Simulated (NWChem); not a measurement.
System: C$_{4}$H$_{2}$F$_{2}$O; SMILES C(#C)C(F)(F)C=O

Parts of the log:

```
             Northwest Computational Chemistry Package (NWChem) 7.3.0
             --------------------------------------------------------

                             Geometry "geometry" -> ""
                             -------------------------

 Output coordinates in angstroms (scale by  1.889725989 to convert to a.u.)

  No.       Tag          Charge          X              Y              Z
 ---- ---------------- ---------- -------------- -------------- --------------
    1 C                    6.0000     1.14226500    -2.20521100    -0.01315900
    2 C                    6.0000     0.42096900    -1.23610700     0.03218500
    3 C                    6.0000    -0.38107300    -0.00965600     0.04287300
    4 F                    9.0000    -0.75534900     0.31482700     1.28692900
    5 F                    9.0000    -1.49679600    -0.17144800    -0.71103400
    6 C                    6.0000     0.41432800     1.15668600    -0.57947300
    7 O                    8.0000     0.85815100     2.05162800     0.07030100
    8 H                    1.0000     1.77256500    -3.07660900    -0.04342200
    9 H                    1.0000     0.52415300     1.07006300    -1.68866900

 Effective nuclear repulsion energy (a.u.)     281.0275059267

                                 NWChem DFT Module
                                 -----------------

 Summary of "ao basis" -> "ao basis" (spherical)
 ------------------------------------------------------------------------------
       Tag                 Description            Shells   Functions and Types
 ---------------- ------------------------------  ------  ---------------------
 C                           6-31g*                  6       14   3s2p1d
 F                           6-31g*                  6       14   3s2p1d
 O                           6-31g*                  6       14   3s2p1d
 H                           6-31g*                  2        2   2s

 in cosmo_initialize ...
 calling solv_data for solv:clbenzen

 solvent parameters
 solvname_short: clbenzen
 solvname_long:  chlorobenzene
 dielec:        5.6968
 dielecinf:     2.3229
 nonaqueous SMD model solvent descriptors
 dielec:        5.6968
 sola:          0.0000
 solb:          0.0700
 solc:          0.8570
 solg:         47.4800
 solh:          0.1430
 soln:          1.5241

[...]

                                COSMO-SMD solvation results
                                ---------------------------

             internal energy in gas <Psi(g)|H|Psi(g)> =      -428.411967455227
         internal energy in solvent <Psi(s)|H|Psi(s)> =      -428.410972581281
                               delta internal energy  =         0.000994873945 (    0.62 kcal/mol)
   total free energy in solvent <Psi(s)|H+V/2|Psi(s)> =      -428.419592739479
 polarization energy contribution <Psi(s)|V/2|Psi(s)> =        -0.008620158198 (   -5.41 kcal/mol)
    total free energy in solvent including G(SMD-CDS) =      -428.419157596713
                       G(SMD-CDS) energy contribution =         0.000435142766 (    0.27 kcal/mol)
     1 M fixed-concentration free energy of solvation =        -0.007190141486 (   -4.51 kcal/mol)

                       DFT Final Molecular Orbital Analysis
                       ------------------------------------

 Vector   24  Occ=2.000000D+00  E=-3.135333D-01
              MO Center=  6.7D-01, -1.2D+00, -1.2D-03, r^2= 2.9D+00
   Bfn.  Coefficient  Atom+Function         Bfn.  Coefficient  Atom+Function
  ----- ------------  ---------------      ----- ------------  ---------------
    17      0.320108  2 C  px                 3      0.263104  1 C  px
     4      0.220973  1 C  py                89     -0.193805  7 O  pz
    18      0.184540  2 C  py                21      0.184651  2 C  px
     7      0.171148  1 C  px                19     -0.154928  2 C  pz
     5     -0.142846  1 C  pz                93     -0.132818  7 O  pz

 Vector   25  Occ=2.000000D+00  E=-3.082303D-01
              MO Center=  6.9D-01, -1.6D+00,  2.0D-02, r^2= 1.6D+00
   Bfn.  Coefficient  Atom+Function         Bfn.  Coefficient  Atom+Function
  ----- ------------  ---------------      ----- ------------  ---------------
    19      0.389806  2 C  pz                 5      0.378794  1 C  pz
     9      0.233945  1 C  pz                23      0.209713  2 C  pz
    17      0.136736  2 C  px                 3      0.131587  1 C  px
    45     -0.093357  4 F  px                59      0.090591  5 F  px
     7      0.082920  1 C  px                60     -0.082993  5 F  py

 Vector   26  Occ=2.000000D+00  E=-2.744354D-01
              MO Center=  5.8D-01,  1.0D+00, -2.0D-01, r^2= 3.2D+00
   Bfn.  Coefficient  Atom+Function         Bfn.  Coefficient  Atom+Function
  ----- ------------  ---------------      ----- ------------  ---------------
    89      0.408794  7 O  pz                93      0.296585  7 O  pz
    34     -0.294382  3 C  s                102      0.235729  9 H  s
    32     -0.216034  3 C  py                87     -0.212322  7 O  px
    88     -0.212872  7 O  py               101      0.162812  9 H  s
    92     -0.157732  7 O  py                91     -0.155435  7 O  px

 Vector   27  Occ=0.000000D+00  E=-5.799480D-02
              MO Center=  4.9D-01,  8.3D-01, -2.9D-01, r^2= 3.1D+00
   Bfn.  Coefficient  Atom+Function         Bfn.  Coefficient  Atom+Function
  ----- ------------  ---------------      ----- ------------  ---------------
    73      0.402537  6 C  px                77      0.389353  6 C  px
    87     -0.351300  7 O  px                91     -0.352125  7 O  px
    78     -0.223220  6 C  py                74     -0.205048  6 C  py
    88      0.192267  7 O  py                 7     -0.190776  1 C  px
    92      0.190707  7 O  py                 3     -0.166939  1 C  px

[...]
```

Level: B3LYP/6-31G* (spherical d), SMD on the gas-phase geometry. The geometry was optimised at PBE0/def2-SVP. B3LYP is NWChem's, with the RPA form of VWN correlation. Solvent: chlorobenzene.

Q: Write an input that gives this output.

A: Several could match; the one computed here: the input that was run:
```
start job
memory heap 200 mb stack 900 mb global 1100 mb
geometry units angstroms noautosym nocenter noautoz
  C      1.142265    -2.205211    -0.013159
  C      0.420969    -1.236107     0.032185
  C     -0.381073    -0.009656     0.042873
  F     -0.755349     0.314827     1.286929
  F     -1.496796    -0.171448    -0.711034
  C      0.414328     1.156686    -0.579473
  O      0.858151     2.051628     0.070301
  H      1.772565    -3.076609    -0.043422
  H      0.524153     1.070063    -1.688669
end
basis spherical
  C library 6-31g*
  F library 6-31g*
  O library 6-31g*
  H library 6-31g*
end
dft
  xc b3lyp
  iterations 150
end
cosmo
  do_cosmo_smd true
  solvent clbenzen
end
task dft energy
```
